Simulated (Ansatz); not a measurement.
A nudged elastic band was laid between two geometries of Cl3FH3O2Ta (10 atoms, charge 0, multiplicity 1).

Theory: Ansatz 0.2.0, RKS LDA/def2-SVP.

```yaml
movable_images: 5
climbing_image: yes
spring: 5.0 eV/Å²
optimiser: quadratic models (default)
start_path: through a guess of the saddle point
force_threshold: 0.05 eV/Å
iteration_limit: 60
end_points: relaxed
```

Image 0:

```xyz
10
Properties=species:S:1:pos:R:3
Ta -0.313 0.080 0.155
O 1.297 -1.273 0.211
H 1.956 -1.396 0.923
Cl 1.041 1.321 1.564
O 0.006 0.013 -1.607
H 0.814 -0.600 -2.175
F -1.602 1.424 0.154
Cl -1.706 -1.573 0.900
Cl 2.018 -1.618 -2.436
H 1.717 -1.556 -0.770
```

Image 6:

```xyz
10
Properties=species:S:1:pos:R:3
Ta -0.175 -0.655 -0.103
O 2.004 -0.055 -0.406
H 2.280 0.156 0.520
Cl 0.663 -0.662 2.116
O -0.260 -0.361 -1.947
H 0.033 0.206 -2.684
F -0.301 1.205 0.146
Cl -2.301 -1.337 0.331
Cl 0.868 -2.747 -0.451
H 2.419 -0.930 -0.602
```

**Question.** What changes between the two ends?

**Answer.** Bonds formed: Ta1–Cl9.

**Question.** What energy profile does the band end with?

**Answer.** It converged. The highest image is number 3 of 0 to 6, 7.2 kcal/mol above the first end and 16.3 kcal/mol above the last; the last end lies 9.1 kcal/mol below the first. The profile has 2 maxima (images 3, 5) with wells between them (image 4): this band takes more than one step, which may be the mechanism or a detour left from its start path. A vibrational analysis at the climbing image gives one clearly imaginary mode, 129i cm⁻¹: a first-order saddle point.

```
image  path coordinate (Å)  energy (kcal/mol)  Ta1–Cl9 (Å)
    0                 0.00                0.0         3.88
    1                 0.70                0.5         3.82
    2                 1.39                2.8         3.61
    3                 2.09                7.2         3.18
    4                 4.68               -8.1         2.35
    5                 7.28                2.3         2.46
    6                 9.87               -9.1         2.36
```

**Question.** What is the geometry of the highest image?

**Answer.** 
```xyz
10
Properties=species:S:1:pos:R:3:forces:R:3
Ta -0.156 -0.006 0.004 0.00 0.00 0.00
O 1.593 -1.129 0.340 0.00 0.00 0.00
H 2.414 -0.895 0.816 0.00 0.00 0.00
Cl 0.782 1.259 1.681 0.00 0.00 0.00
O 0.391 0.514 -1.675 0.00 0.00 0.00
H 0.699 -0.331 -2.208 0.00 0.00 0.00
F -1.616 1.144 0.034 0.00 0.00 0.00
Cl -1.462 -1.805 0.536 0.00 0.00 0.00
Cl 0.924 -2.186 -2.046 0.00 0.00 0.00
H 1.662 -1.745 -0.563 0.00 0.00 0.00
```

The band took 49 iterations and roughly 22 core-minutes.

Time of the run: 6 min on 4 threads of Arm Neoverse V1, with other jobs on the host, peak memory 0.22 GiB.
